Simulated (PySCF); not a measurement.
Vertical excitations of a molecule C2H4FNSi from TDDFT-B3LYP/def2-SVPD (PySCF), as energy in eV (oscillator strength): 4.07 (0.001), 5.38 (0.002), 5.64 (0.008), 6.62 (0.009), 6.80 (0.009), 7.03 (0.034), 7.09 (0.027), 7.23 (0.083), 7.44 (0.003), 7.58 (0.002). Lowest triplet (TDA): 3.29 eV. The structure is a stationary point at TPSSh-D3(BJ)/def2-SVP. Other conformers were not sampled.

**Question.** Pick the molecule that these values belong to.
(A) C#C[Si@@H](N)F
(B) N#CC[SiH2]F
(C) F[C@@H]1N=C[SiH2]1
(D) F[Si@H]1C=NC1

**Answer.** C, F[C@@H]1N=C[SiH2]1
